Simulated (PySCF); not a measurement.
# C$_{4}$H$_{10}$O$_{2}$S: calculation and literature

Molfile (atoms numbered from 1):
```
C4H10O2S
     RDKit          3D

 17 16  0  0  0  0  0  0  0  0999 V2000
   -1.2241    1.6156   -0.5940 C   0  0  0  0  0  0  0  0  0  0  0  0
   -0.5242    0.4760    0.1312 C   0  0  0  0  0  0  0  0  0  0  0  0
   -1.1065   -0.8884   -0.1860 C   0  0  0  0  0  0  0  0  0  0  0  0
    1.2211    0.5643   -0.3668 S   0  0  0  0  0  6  0  0  0  0  0  0
    2.0845   -0.6022    0.6748 C   0  0  0  0  0  0  0  0  0  0  0  0
    1.7136    1.8949   -0.0106 O   0  0  0  0  0  0  0  0  0  0  0  0
    1.3124    0.0820   -1.7456 O   0  0  0  0  0  0  0  0  0  0  0  0
   -0.7550    2.5797   -0.3567 H   0  0  0  0  0  0  0  0  0  0  0  0
   -1.1722    1.4622   -1.6825 H   0  0  0  0  0  0  0  0  0  0  0  0
   -2.2826    1.6504   -0.2972 H   0  0  0  0  0  0  0  0  0  0  0  0
   -0.5071    0.6702    1.2169 H   0  0  0  0  0  0  0  0  0  0  0  0
   -0.9821   -1.1103   -1.2560 H   0  0  0  0  0  0  0  0  0  0  0  0
   -0.6323   -1.6941    0.3937 H   0  0  0  0  0  0  0  0  0  0  0  0
   -2.1809   -0.8986    0.0516 H   0  0  0  0  0  0  0  0  0  0  0  0
    1.9394   -0.3309    1.7280 H   0  0  0  0  0  0  0  0  0  0  0  0
    3.1403   -0.4829    0.3963 H   0  0  0  0  0  0  0  0  0  0  0  0
    1.7499   -1.6243    0.4618 H   0  0  0  0  0  0  0  0  0  0  0  0
  1  2  1  0
  2  3  1  0
  2  4  1  0
  4  5  1  0
  4  6  2  0
  4  7  2  0
  1  8  1  0
  1  9  1  0
  1 10  1  0
  2 11  1  0
  3 12  1  0
  3 13  1  0
  3 14  1  0
  5 15  1  0
  5 16  1  0
  5 17  1  0
M  END
```

What is known from experiment: δ $^{13}$C C2 53.5; C1/C3 15.2; δ $^{1}$H H11 3.13; H8/H9/H10/H12/H13/H14 1.41 ppm (measured; solution, not stated per compound (mostly CDCl3 or CCl4); Pretsch, Buehlmann, Badertscher, Structure Determination of Organic Compounds, 4th ed. (2009)).

Fast rotation and ring inversion assumed for equivalent nuclei, in vacuum, non-relativistic, a single conformation. Coordinates at the PBE0-D3(BJ)/def2-SVP level; shielding tensors at PBE0/pcSseg-1 (GIAO); PySCF 2.14.

(1) What does the calculation give, and how does it compare?

(2) How far are the unscaled $^{13}$C shifts from the references?

(3) How far are the unscaled $^{1}$H shifts from the references?

## Answers

(1) 
Reference values: measured (solution, not stated per compound (mostly CDCl3 or CCl4); Pretsch, Buehlmann, Badertscher, Structure Determination of Organic Compounds, 4th ed. (2009)).
```json
{"atoms": "C2", "quantity": "δ $^{13}$C", "reference": "53.5", "computed": "59.0", "computed, scaled": "56.4"}
{"atoms": "C1/C3", "quantity": "δ $^{13}$C", "reference": "15.2", "computed": "15.7", "computed, scaled": "14.5"}
{"atoms": "H11", "quantity": "δ $^{1}$H", "reference": "3.13", "computed": "2.41", "computed, scaled": "2.49"}
{"atoms": "H8/H9/H10/H12/H13/H14", "quantity": "δ $^{1}$H", "reference": "1.41", "computed": "1.29", "computed, scaled": "1.43"}
```

Computed shifts are σ(ref) − σ with the named reference compound (TMS for H and C) calculated as an isolated molecule at the same level. The measured values may be among those fitted. Expected solution values come from regression of measured δ (H and C: mostly CDCl3, vs TMS) on computed σ: $^{13}$C: δ = 177.62 − 0.967σ (rms 1.9 ppm, 903 shifts, 2.3 ppm with the 23 outliers that the fit left out); $^{1}$H: δ = 29.91 − 0.950σ (rms 0.21 ppm, 511 shifts, 0.22 ppm with the 3 outliers that the fit left out). Occasional misses reach two or three times the rms, and more in compound classes unlike the fitted ones.

(2) Mean signed difference +3.00 ppm, mean absolute 3.00 ppm over 2 comparisons; the largest is +5.5 ppm at C2 (sp3 CH bonded to S).

(3) Mean signed difference -0.42 ppm, mean absolute 0.42 ppm over 2 comparisons; the largest is -0.72 ppm at H11 (hydrogen on an sp3 CH bonded to S).
